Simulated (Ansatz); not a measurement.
Compare A (`C[SiH](S)CF`) with its isomer B (`CSC(F)[SiH3]`).

Isolated molecules relaxed with PBE0-D4/def2-TZVP in Ansatz; ΔE leaves out vibrations. CCSD(T)/CBS adds triple-zeta CCSD(T) − MP2 to the extrapolated MP2 energy (def2 sets, frozen cores). Functionals use def2-TZVPP. B3LYP here is the variant with VWN-RPA as its local correlation; programs differ in this. Each species was taken in one conformer, which may not be the lowest.

A:

```xyz
12

C    -0.3767    1.0430   -1.1808
Si    0.4473    0.3705    0.3459
S    -0.5104    0.9859    2.1620
C     0.4596   -1.5228    0.2971
F     1.0176   -1.9661   -0.9017
H    -0.3436    2.1339   -1.1925
H    -1.4228    0.7308   -1.2301
H     0.1318    0.6667   -2.0723
H     1.8383    0.8721    0.4854
H    -1.7288    0.5537    1.7934
H     1.0435   -1.9388    1.1242
H    -0.5559   -1.9288    0.3694
```

B:

Z-matrix (Å, degrees):
```
C
S 1 1.801
H 1 1.091 2 111.0
H 1 1.090 2 106.9 3 -118.7
H 1 1.089 2 110.5 3 122.8
C 2 1.774 1 101.3 3 -62.2
Si 6 1.906 2 109.0 1 162.9
F 6 1.398 2 112.4 1 -74.9
H 6 1.096 2 109.0 1 42.7
H 7 1.483 6 109.5 2 45.5
H 7 1.484 6 108.4 2 165.7
H 7 1.484 6 108.4 2 -74.9
```

Which is lower in electronic energy at CCSD(T)/CBS, and by how much? (Estimate.)

Computed: A, by 149.2 kJ/mol.

Give E(B) − E(A) in kJ/mol with PBE0-D4, r2SCAN-D4, B3LYP, CCSD/def2-TZVPP, PBE-D4, CCSD(T)/def2-TZVPP, MP2/def2-TZVPP. (Estimate.)

Ansatz gave: PBE0-D4 148.7, r2SCAN-D4 149.1, B3LYP 145.2, CCSD/def2-TZVPP 152.0, PBE-D4 141.3, CCSD(T)/def2-TZVPP 149.2, MP2/def2-TZVPP 152.1. None reverses the order clearly.

Largest T1 diagnostic: 0.012.

From PBE to PBE0 (25 % exact exchange), in def2-TZVPP and without D4, E(B) − E(A) moves by +7.3 kJ/mol.
